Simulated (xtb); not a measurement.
Cl4Zr, singlet, geometry from GFN2-xTB (such geometries of metal compounds can be far from the true shape). Base run: GFN2-xTB in xtb.

Geometry (Å):
```xyz
5

Zr     0.0000     0.0000     0.0000
Cl     1.7992    -0.5652    -1.2298
Cl     0.6465     0.4659     2.1057
Cl    -0.9854     1.8128    -0.9009
Cl    -1.4603    -1.7135     0.0250
```
Charge 0, spin multiplicity 1.
All else is at xtb's defaults.
Base energy -20.07903 Eh.

The base run was repeated with changes; each row names its change, and settings that it needs were set with it.

```csv
change,ΔE vs base (kJ/mol),HOMO-LUMO gap (eV),G_solv (kcal/mol),SCF cycles
base,0.00,3.13,-,10
gbsa = thf,-30.9,3.23,-7.57,10
acc = 1000,0.01,3.14,-,5
alpb = ether,-25.61,3.18,-6.16,9
alpb = dmf,-24.37,3.16,-5.84,9
etemp = 1000,0.00,3.13,-,10
```

ALPB and GBSA are two models with their own fitted parameters for each solvent, which aren't always the measured dielectric constant.
